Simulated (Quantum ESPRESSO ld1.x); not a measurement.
Task: All-electron atom: Be3+ in 1s0.75 2s0.25 (fractional occupations, a model configuration). Calculated with ld1.x of Quantum ESPRESSO 7.5: scalar-relativistic Kohn-Sham, LDA (Slater exchange, VWN5 correlation), spin-polarised, spherical densities, point nucleus; open shells are filled with parallel spins first. Some entries of the table are withheld. Estimate them.

orbital,occ.,eigenvalue (eV),r(max) (bohr)
1s up,0.75,-198.211,(1)
1s down,0,-170.626,(2)
2s up,0.25,(3),1.39
2s down,0,(4),1.49

Result: 
(1) 1s up r(max) (bohr): 0.248
(2) 1s down r(max) (bohr): 0.262
(3) 2s up eigenvalue (eV): -42.7290
(4) 2s down eigenvalue (eV): -38.4033
